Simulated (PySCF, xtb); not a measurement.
C2H9NOSi, SMILES CO[Si@H](C)N. One conformer was computed; it need not be the lowest.

Harmonic wavenumbers (cm⁻¹) from GFN2-xTB in xtb 6.7.1 at its own minimum, in rising order: 75, 90, 103, 145, 207, 228, 266, 352, 562, 635, 682, 705, 760, 802, 817, 866, 903, 1133, 1139, 1154, 1380, 1414, 1483, 1490, 1494, 1501, 1525, 2262, 2942, 2957, 2980, 3031, 3044, 3052, 3470, 3511.

**Question.** What does PBE-D3(BJ)/def2-SVP (PySCF) give at its own minimum? (Estimate from the structure and the level; the computed values follow.)

**Answer.** 70, 111, 134, 160, 204, 262, 272, 334, 389, 614, 644, 724, 744, 802, 851, 873, 889, 1114, 1137, 1169, 1217, 1383, 1384, 1416, 1424, 1426, 1492, 2205, 2896, 2958, 2976, 3020, 3069, 3084, 3497, 3594. Paired by order, the mean absolute difference is 37 cm⁻¹ and the zero-point energies are 70.3 and 69.4 kcal/mol.
